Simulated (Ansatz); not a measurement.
SiH4 (SMILES [SiH4]) at its CCSD(T)/cc-pV(T+d)Z minimum, average atomic masses, point group Td.
(charge 0, multiplicity 1):
```xyz
5

Si     0.00000     0.00000     0.00000
H     -0.18357    -1.14589    -0.91799
H     -0.73834     1.17200    -0.52030
H      1.43959     0.32774     0.09805
H     -0.51768    -0.35385     1.34024
```

Frozen-core correlation.

Programs: Ansatz (a program for electronic structure) with Gaussian orbitals. Each number belongs to the level named beside it.

Harmonic frequencies (cm⁻¹): 934 934 934 985 985 2250 2255 2255 2255.

Problem. Work out the rotational constants, the zero-point energy, and the ideal-gas entropy and heat capacity at 298.15 K and 1 bar (rigid rotor, harmonic oscillator).

Solution. 
Principal moments 5.885, 5.885, 5.885 u Å² give 16.8576/I = 2.864, 2.864, 2.864 cm⁻¹. Zero point: Σω/2 = 6893 cm⁻¹ = 19.71 kcal/mol. Translation R(1.5 ln M + 2.5 ln T − 1.1517) with M = 32.117 u: 152.12 J/(mol K). Rotation with σ = 12: q = 90.9, S = R(ln q + 3/2) = 49.97. Vibration, summed over R(u/(eᵘ − 1) − ln(1 − e⁻ᵘ)) with u = 1.43878ω/T: 2.37, of which the lowest mode gives 0.51. S° = 204.5 J/(mol K); C_p = 4R + 9.09 = 42.35 J/(mol K).
